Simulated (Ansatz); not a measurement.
Basis sets compared for Al₉N₈H₂₄⁻, a nanocrystal cut from zinc blende AlN (hydrogen-capped). Total charge -1; singlet. Geometry PBE-D4/def2-SVP. Ansatz on 2 threads of AMD EPYC 7R13 on a shared host and a share (18 GiB) of an NVIDIA H100 80GB HBM3; times are rough, and most runs start from earlier orbitals.

```xyz
41

N    -3.0661   -1.7415    0.7942
N     1.1865   -2.2419    0.4532
N     0.0668    2.2048   -2.2874
N     2.1358    0.3597   -1.0550
N    -0.8400   -0.3807   -0.8756
N    -0.6133   -0.5794    2.2221
N     0.3302    1.9958    0.7061
N     2.3749    0.0528    2.0053
Al   -2.0694   -1.8508   -0.9337
Al   -1.3004    0.7934   -2.3918
Al    0.8819   -1.0973   -1.1656
Al   -1.9904   -1.9432    2.4183
Al    1.0819   -1.4087    2.1822
Al    1.8658    1.5701   -2.6224
Al   -0.0724    3.3313   -0.7187
Al    2.1217    1.3895    0.5390
Al   -1.0248    0.6236    0.7194
H    -3.5839   -0.8466    0.8187
H    -3.7912   -2.4744    0.7611
H     2.0401   -2.8034    0.3192
H     0.4099   -2.9283    0.3486
H    -0.1568    2.8196   -3.0914
H     3.0861   -0.0065   -1.2356
H    -0.7121    0.0066    3.0678
H     0.2296    2.5567    1.5694
H     3.3346   -0.3192    1.9214
H     2.4107    0.5785    2.8936
H    -1.2313   -3.2461   -0.7615
H    -3.1806   -1.8085   -2.0995
H    -1.0879   -0.0256   -3.7738
H    -2.7627    1.4419   -2.1256
H     1.1959   -2.0742   -2.3976
H    -1.2509   -3.3852    2.3156
H    -2.8868   -1.6500    3.7331
H     1.5393   -2.3113    3.4338
H     1.9834    0.6750   -3.9653
H     2.9731    2.7481   -2.4751
H     1.1080    4.4427   -0.6534
H    -1.5667    3.8995   -0.4685
H     3.3204    2.4255    0.8067
H    -2.4887    1.2078    1.0684
```

Single mean-field runs in def2-TZVP are fitted with def2-universal-jkfit.

```csv
level,functions,energy (Eh),HOMO (eV),LUMO (eV),wall time
PBE-D4/def2-SVP,394,-2632.4214,-2.51,1.71,8 s
PBE0-D4/def2-SVP,394,-2632.7050,-3.75,2.53,10 s
```

Q: Estimate the rows for PBE-D4/def2-TZVP (with forces), PBE0-D4/def2-TZVP (with forces).

A: 
| level | functions | energy (Eh) | HOMO (eV) | LUMO (eV) | wall time |
| --- | --- | --- | --- | --- | --- |
| PBE-D4/def2-TZVP (with forces) | 725 | -2633.7015 | -2.65 | 1.18 | 9 s |
| PBE0-D4/def2-TZVP (with forces) | 725 | -2633.9624 | -3.85 | 1.93 | 9.5 s |
